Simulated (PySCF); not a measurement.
**Magnetisability: `CC#[C][Al@@H-]1[O+]=CCC[S]1`, C6H9AlOS**

Molfile (atoms numbered from 1):
```
C6H9AlOS
     RDKit          3D

 18 18  0  0  0  0  0  0  0  0999 V2000
    4.5735   -0.0769    0.4793 C   0  0  0  0  0  0  0  0  0  0  0  0
    3.1866   -0.2115    0.0803 C   0  0  0  0  0  0  0  0  0  0  0  0
    2.0249   -0.3197   -0.2583 C   0  0  0  0  0  0  0  0  0  0  0  0
    0.1996   -0.5966   -0.8587 Al  0  0  2  0  0  4  0  0  0  0  0  0
   -0.7552    0.9431   -0.7886 O   0  0  0  0  0  0  0  0  0  0  0  0
   -1.8860    1.3394   -0.4750 C   0  0  0  0  0  0  0  0  0  0  0  0
   -2.9855    0.3761   -0.4212 C   0  0  0  0  0  0  0  0  0  0  0  0
   -2.6872   -0.4904    0.8473 C   0  0  0  0  0  0  0  0  0  0  0  0
   -1.1228   -1.4081    0.8369 S   0  0  0  0  0  0  0  0  0  0  0  0
    5.1435   -0.9423    0.1394 H   0  0  0  0  0  0  0  0  0  0  0  0
    5.0056    0.8236    0.0411 H   0  0  0  0  0  0  0  0  0  0  0  0
    4.6476   -0.0123    1.5653 H   0  0  0  0  0  0  0  0  0  0  0  0
   -0.2522   -1.2009   -2.2048 H   0  0  0  0  0  0  0  0  0  0  0  0
   -2.0068    2.3429   -0.0535 H   0  0  0  0  0  0  0  0  0  0  0  0
   -2.9444   -0.2935   -1.2837 H   0  0  0  0  0  0  0  0  0  0  0  0
   -3.9664    0.8357   -0.3147 H   0  0  0  0  0  0  0  0  0  0  0  0
   -2.7073    0.1334    1.7422 H   0  0  0  0  0  0  0  0  0  0  0  0
   -3.4762   -1.2357    0.9151 H   0  0  0  0  0  0  0  0  0  0  0  0
  1  2  1  0
  2  3  3  0
  3  4  1  0
  4  5  1  0
  5  6  2  0
  6  7  1  0
  7  8  1  0
  8  9  1  0
  9  4  1  0
  1 10  1  0
  1 11  1  0
  1 12  1  0
  4 13  1  6
  6 14  1  0
  7 15  1  0
  7 16  1  0
  8 17  1  0
  8 18  1  0
M  CHG  2   4  -1   5   1
M  END
```

Method used: GIAO PBE0/pcSseg-1 magnetisability, rotational g tensor and spin-rotation constants, non-relativistic, gas phase in PySCF 2.14.0. Geometry: GFN2-xTB.

**Question.** What are the magnetisability and the molar susceptibility?

**Answer.** Isotropic -1596 × 10⁻³⁰ J/T², or -96.1 × 10⁻⁶ cm³/mol; principal values -1800, -1512, -1476 × 10⁻³⁰ J/T², anisotropy 308 × 10⁻³⁰ J/T² (root of half the summed squared differences of the principal values). The susceptibility is in cgs units.

**Question.** Split it along the inertial axes a, b, c into diamagnetic and paramagnetic parts about the centre of mass, with the quadrupole moment.

**Answer.** 
```
axis  χ (10⁻⁶ cm³/mol)  diamagnetic (10⁻⁶ cm³/mol)  paramagnetic (10⁻⁶ cm³/mol)  summed x² of all electrons (Å²)  quadrupole Θ (D Å)
   a             -96.5                      -594.9                        498.4                            484.5              +24.44
   b             -92.4                     -2245.6                       2153.2                             95.4              -11.83
   c             -99.5                     -2460.0                       2360.5                             44.8              -12.61
```
Anisotropies 2χaa − χbb − χcc = -1.1 and 2χbb − χaa − χcc = +11.2 × 10⁻⁶ cm³/mol. Θ is traceless in Buckingham's convention.

**Question.** And the rotational g tensor?

**Answer.** 
| axis | rotational constant (GHz) | g | nuclear part | electronic part |
| --- | --- | --- | --- | --- |
| a | 2.5478 | -0.0332 | 0.5634 | -0.5966 |
| b | 0.5766 | -0.0029 | 0.5804 | -0.5833 |
| c | 0.5150 | -0.0007 | 0.5705 | -0.5712 |

Asymmetric top; isotopes 27Al, 12C, 1H, 16O, 32S; no vibrational averaging.
